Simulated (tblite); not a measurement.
C6H9N2 (doublet state).
Structure used (GFN2-xTB), in Å, numbered top down from 1:
```xyz
17
C6H9N2 angstrom
H      3.064   -0.310    0.280
N      2.836    0.680    0.367
C      1.622    0.949    0.206
C      0.497   -0.001   -0.091
N      0.997   -1.275   -0.517
C     -0.488   -0.032    1.135
C     -1.563    0.678    0.335
C     -1.899   -0.155   -0.889
C     -0.660    0.653   -0.856
H      1.323    1.987    0.310
H      1.681   -1.177   -1.259
H      0.251   -1.881   -0.837
H     -0.738   -1.055    1.416
H     -0.117    0.517    1.997
H     -2.222    1.432    0.725
H     -1.893   -1.239   -0.833
H     -2.698    0.241   -1.499
```

Calculated harmonic vibrations of the isolated species, GFN2-xTB (tblite), most abundant isotopes, no scaling. Against measured fundamentals such values can be off by several per cent, at times by over 20. One conformer, not necessarily the lowest. Open shells enter through the occupations alone, without spin polarisation, and single modes of such species can be off by tens of per cent.

Harmonic wavenumbers (cm⁻¹): 92.2, 150.9, 230.2, 246.4, 289.6, 382.2, 393.9, 413.7, 507.6, 650.7, 751.1, 779.2, 833.2, 855.5, 860.1, 916.0, 934.6, 965.2, 987.8, 1011.2, 1038.0, 1043.5, 1076.8, 1084.6, 1104.6, 1148.2, 1183.2, 1220.1, 1232.7, 1261.2, 1339.9, 1353.1, 1441.9, 1461.4, 1538.4, 1729.4, 2974.8, 3001.0, 3011.8, 3014.6, 3091.5, 3116.3, 3309.6, 3398.1, 3431.5.

A = 4507, B = 1629, C = 1463 MHz; mass 109.077 u (most abundant isotopes); point group C1, symmetry number 1; spin multiplicity 2.

Q: Zero-point energy?

A: ½Σν̃ = 30429 cm⁻¹ = 364.01 kJ/mol.

Q: Give the ideal-gas entropy at 298.15 K and 1 bar in the rigid-rotor, harmonic-oscillator model (classical rotation).

A: Translation 167.37, rotation 116.29, vibration 73.23, spin (R ln 2) 5.76: S = 362.7 J/(mol K).

Q: And Cp and H(298.15 K) − H(0)?

A: Cp = 133.76 J/(mol K), of which vibrations give 100.50 (their classical limit is 45 R = 374.2); H(298.15 K) − H(0) = 22.97 kJ/mol without the zero-point energy, 13.05 from vibrations.

Q: Which modes carry the vibrational entropy at 298.15 K?

A: 92.2 cm⁻¹: 15.12; 150.9 cm⁻¹: 11.13; 230.2 cm⁻¹: 7.85; 246.4 cm⁻¹: 7.35; 289.6 cm⁻¹: 6.18; 382.2 cm⁻¹: 4.31 J/(mol K); the other 39 give 21.29 together.

Q: Blend soft modes into free rotors: weight 1/[1 + (100 cm⁻¹/ν̃)⁴] for the oscillator and the rest for a rotor with moment μB/(μ + B), μ = h/(8π²ν), B = 10⁻⁴⁴ kg m². What vibrational entropy results?

A: 71.54 J/(mol K) in place of 73.23, which changes −T·S at 298.15 K by +0.50 kJ/mol.

Q: What must be added to the electronic energy to get the Gibbs energy at 298.15 K and 1 bar?

A: ZPE + [H(298.15 K) − H(0)] − T·S = 364.01 + 22.97 − 108.13 = 278.85 kJ/mol.

Q: How do the functions run with temperature in this model?

A: 
| T (K) | S (J/(mol K)) | Cp (J/(mol K)) | H − H(0) (kJ/mol) | G − H(0) (kJ/mol) | ln q(vib) |
| --- | --- | --- | --- | --- | --- |
| 150 | 293.7 | 75.8 | 7.61 | -36.45 | 1.16 |
| 250 | 340.9 | 113.5 | 17.02 | -68.22 | 2.71 |
| 400 | 407.9 | 175.1 | 38.74 | -124.41 | 5.42 |
| 600 | 491.5 | 236.8 | 80.39 | -214.49 | 9.39 |
| 900 | 599.1 | 292.5 | 160.56 | -378.59 | 15.36 |

q(vib) and H(0) count from the zero-point level.

Hindered rotation and anharmonicity are outside this model. Other conformers, if any are populated, would add a mixing term that is left out. The structure is chiral; the term R ln 2 for an equal mix with its mirror image is left out.
